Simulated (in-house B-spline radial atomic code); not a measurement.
How numerical settings move a run on B3+, 1s2. Computed with an all-electron radial atomic-structure program (B-spline basis): scalar-relativistic (X2C) PW91, spherical fractional occupations, Fermi nucleus of rms radius 2.406 fm.

Command:
```bash
python run_scf.py task.json out
```
Settings of the sound reference run:
```
Z                5
electrons        2
configuration    1s2
hamiltonian      x2c
method           pw91,pw91
spin_polarised   False
nucleus          fermi
rms_radius       2.406
mass_number      11
atomic_mass      11.00931
speed_of_light   137.036
knot_spacing     0.22
spline_order     8
gauss_points     12
box_radius       16.22
max_iterations   70
damping          0.5
damped_steps     3
diis_vectors     10
tolerance        1e-08
start            Thomas-Fermi
```

Run time, properties included: 0.12 s on 1 thread of AMD EPYC 9R45 96-Core Processor, with other jobs on the host.

It converges in 7 iterations to -22.006137 hartree, with 1s at -231.692 eV. The other runs change the listed settings, some to values that make no sense; their results aren't properties of the atom or ion. Radii are in bohr (the nuclear one in fm), a minus after a letter asks for a j subshell, and «unchanged» means within 1e-8 hartree. The run stops when the residual is below 10 × tolerance × max(1, Z/10), or a noise floor if that is larger, and the energy moves by less than 1e-8 × √|E| hartree; so very loose and very tight tolerances often act alike.

| changed settings | outcome |
| --- | --- |
| damping = 0.2 | converged in 6 iterations, energy unchanged, 1s level +4.3e-06 eV |
| box_radius = 1.62, max_iterations = 50, diis_vectors = 2, tolerance = 1e-05 | converged in 7 iterations, energy +4.13e-03 hartree from the reference, 1s level +1.7e-01 eV (the program warns: 1s reaches the box edge) |
| gauss_points = 5 | converged in 7 iterations, energy -7.93e-08 hartree from the reference, 1s level -1.1e-06 eV |
| gauss_points = 8 | converged in 7 iterations, energy -2.08e-08 hartree from the reference, 1s level -3.0e-07 eV |
| box_radius = 3.24 | converged in 7 iterations, energy +2.04e-08 hartree from the reference, 1s level -3.1e-06 eV |
| electrons = 10, configuration = 1s2 3s2 3p6, max_iterations = 100 | converged in 20 iterations to -22.3894 hartree, a different physical problem (warning: 3s has a positive eigenvalue: unbound, held by the box) |
| gauss_points = 6 | converged in 7 iterations, energy -1.09e-08 hartree from the reference |
| electrons = 3, configuration = 1s2 1p1, max_iterations = 100 | stopped with error: there is no 1p shell |
| spline_order = 7, max_iterations = 3, damped_steps = 0, diis_vectors = 4 | not converged after 3 iterations, last residual 1.9e-04, last energy +2.35e-07 hartree from the reference |
| box_radius = 2.43 | converged in 7 iterations, energy +9.70e-06 hartree from the reference, 1s level +6.1e-04 eV (the program warns: 1s reaches the box edge) |
| box_radius = 64.88 | converged in 7 iterations, energy -1.12e-07 hartree from the reference, 1s level -1.5e-06 eV |
| box_radius = 0.65 | converged in 6 iterations, energy +3.36e+00 hartree from the reference, 1s level +6.4e+01 eV (the program warns: 1s reaches the box edge) |
| first_knot = 0.0002, max_iterations = 100, tolerance = 1e-10 | converged in 7 iterations, energy -8.76e-08 hartree from the reference, 1s level -3.7e-06 eV |
| box_radius = 4.87 | converged in 7 iterations, energy unchanged, 1s level -1.3e-06 eV |
| gauss_points = 4 | converged in 7 iterations, energy -2.86e-08 hartree from the reference, 1s level -3.3e-07 eV |
| damping = 0 | converged in 6 iterations, energy unchanged |

(1) What happens with hamiltonian = dirac, method = hf, spin_polarised = True?

(2) What happens with gauss_points = 3?

(3) What happens with spline_order = 3, box_radius = 3.24, max_iterations = 60?

(4) What happens with damping = 0.95?

Results:

(1) Stopped with error: spin polarisation is not served with the Dirac Hamiltonian.

(2) Converged in 8 iterations, energy -3.34e+04 hartree from the reference, 1s level -2.2e+05 eV.

(3) Converged in 7 iterations, energy +2.83e-04 hartree from the reference, 1s level +2.1e-03 eV.

(4) Converged in 7 iterations, energy unchanged, 1s level +6.6e-07 eV.
